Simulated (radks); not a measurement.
Species: Al3+. Configuration: 2s2 2p6 3d2 (not the ground configuration).

All-electron calculation, non-relativistic Kohn-Sham, PBEsol, spin-polarised, spherical densities, point nucleus; open shells are filled with parallel spins first. Program: a radial shooting solver on a logarithmic mesh with Libxc functionals.

Energy parts (hartree):
total: -118.46261
kinetic: 118.09392
electron-nucleus: -293.37904
Hartree: 68.14801
exchange-correlation: -11.32551

Orbitals (lengths in bohr, moments of r in powers of bohr):
orbital  occ.  eigenvalue (hartree)     <r>   <r^4>   <r^2>   <1/r>
2s up       1              -7.31859  0.5541  0.2401  0.3650   2.659
2s down     1              -7.30245  0.5525  0.2362  0.3626   2.667
2p up       3              -6.22709  0.4868  0.1871  0.2955   2.677
2p down     3              -6.21574  0.4850  0.1830  0.2930   2.684
3p up       0              -1.42924   1.806   22.26   3.753  0.7444
3d up       2              -0.92812   2.083   44.19   5.069  0.5796
4d up       0              -0.42764   4.700   938.4   25.35  0.2883
4f up       0              -0.37939   4.349   694.4   21.29  0.2626

The highest occupied level is 3d up at -25.255 eV. The configuration is held as typed, so some empty levels lie below it. The electron density at the nucleus is 116.8 e/bohr^3.
